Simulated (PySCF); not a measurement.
GeHFCl2, SMILES [F][GeH]([Cl])[Cl]. Geometry: PBE-D3(BJ)/def2-SVP.

The numbers are results of PBE-D3(BJ)/def2-SVP run with PySCF, not measurements.

Harmonic wavenumbers (cm⁻¹): 138, 187, 205, 415, 445, 676, 690, 707, 2138. Rotational constants (GHz): 3.754, 2.101, 1.526; symmetry number 1.

### Question
Work out the zero-point energy and the ideal-gas rigid-rotor harmonic-oscillator thermochemistry at 298.15 K and 1 atm.

### Answer
ZPE = ½ Σ hcν = ½ × 5602 cm⁻¹ = 8.01 kcal/mol. H − E(el) = 12.08 kcal/mol. Entropy in cal/(mol K): translation 41.18, rotation 27.68, vibration 9.84, total 78.71. G − E(el) = -11.39 kcal/mol. Cp = 18.91 cal/(mol K). Modes under 150 cm⁻¹ make the vibrational entropy uncertain.
